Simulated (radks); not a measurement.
Neutral molybdenum inside a hard spherical wall (all orbitals vanish at R), configuration held at [Kr] 4d5 5s1 and not refilled when levels cross. Method: scalar-relativistic Kohn-Sham, PBEsol, spin-polarised, spherical densities, finite nucleus; open shells are filled with parallel spins first (spin-orbit coupling, left out, can overturn this in heavy ions); Fermi nuclear charge, rms radius 4.4091 fm; computed with a radial shooting solver on a logarithmic mesh with Libxc functionals. Eigenvalues in eV for spin up, with the zero of energy where the potential of the charges vanishes at infinity; a dash marks a level that is unbound or too diffuse for the functional's potential to be trusted. A positive occupied level is held by the wall or, in an anion where self-interaction has pushed it up, behind a barrier. The pressure on the wall is -dE/dV.

R (bohr),E (hartree),kinetic (hartree),e(4s),e(4p),e(5s),e(4d),"e(5p, empty)","e(6s, empty)",pressure (GPa)
free,-4046.55105,4171.887,-64.758,-39.050,-4.664,-4.574,-1.265,-,0
20,-4046.55105,4171.887,-64.758,-39.050,-4.664,-4.574,-1.265,-,< 0.0001
15,-4046.55105,4171.887,-64.758,-39.049,-4.664,-4.574,-1.258,0.325,< 0.0001
12,-4046.55100,4171.887,-64.752,-39.044,-4.659,-4.569,-1.218,0.948,0.000890
8,-4046.54669,4171.921,-64.529,-38.824,-4.451,-4.370,-0.626,4.952,0.178
7,-4046.53773,4171.977,-64.215,-38.515,-4.128,-4.094,0.015,8.042,0.713
6,-4046.50968,4172.129,-63.488,-37.806,-3.309,-3.459,1.411,13.736,3.09
3.5,-4045.60796,4175.680,-54.307,-29.067,13.027,5.609,23.419,77.493,260
2.5,-4041.71130,4189.878,-37.228,-11.792,62.643,27.032,81.320,210.41,3420
1.5,-4000.32015,4314.337,62.858,98.532,387.71,157.23,419.82,875.97,130000
